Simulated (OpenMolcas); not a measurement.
A calculation on P3+.

```
Program             : OpenMolcas
Method              : MS-CASPT2, IPEA 0.25 Eh, imaginary shift 0.1 Eh (closed shells correlated: 2s 2p)
Basis               : ANO-RCC-VQZP [6s5p3d2f1g]
Scalar Hamiltonian  : DKH2, point nucleus
Active space        : 2 electrons in 4 orbitals (3s 3p)
State averaging     : 2S+1 = 3 even, 3 roots; 2S+1 = 1 even, 7 roots; 2S+1 = 3 odd, 3 roots; 2S+1 = 1 odd, 3 roots
Spin-orbit coupling : RASSI with atomic mean-field integrals over the reference wave functions, term energies averaged over their components
```

Question: Which level of the active space comes out lowest?

Answer: 3s2 1S0, with 100 % of that term; it is also the measured ground level.

Question: How high does 3s 3p 3P* 0 lie?

Answer: 67538 cm-1 above the lowest level; measured 67918 cm-1 above the ground level, so the calculation is off by -1 %.

Question: How high does 3p2 3P1 lie?

Answer: 165650 cm-1 above the lowest level; measured 165185 cm-1 above the ground level, so the calculation is off by 0 %.

Question: How high does 3p2 3P2 lie?

Answer: 165924 cm-1 above the lowest level; measured 165654 cm-1 above the ground level, so the calculation is off by 0 %.

Measured values: Martin, Zalubas and Musgrove, J. Phys. Chem. Ref. Data 14, 751 (1985).

Over all roots computed the reference weight is 0.92 to 0.99; the roots of lowest weight are the least certain, and an intruder state may touch them. The ¹D term of p² mixes with s d, which this space lacks. Computed and measured levels are paired by configuration, term and J; levels that our copy of the source lacks, or whose pairing is in doubt (as where it misses far off the trend of its configuration), stay unpaired and out of the deviations. Only configurations of the active space appear.

* marks odd parity.
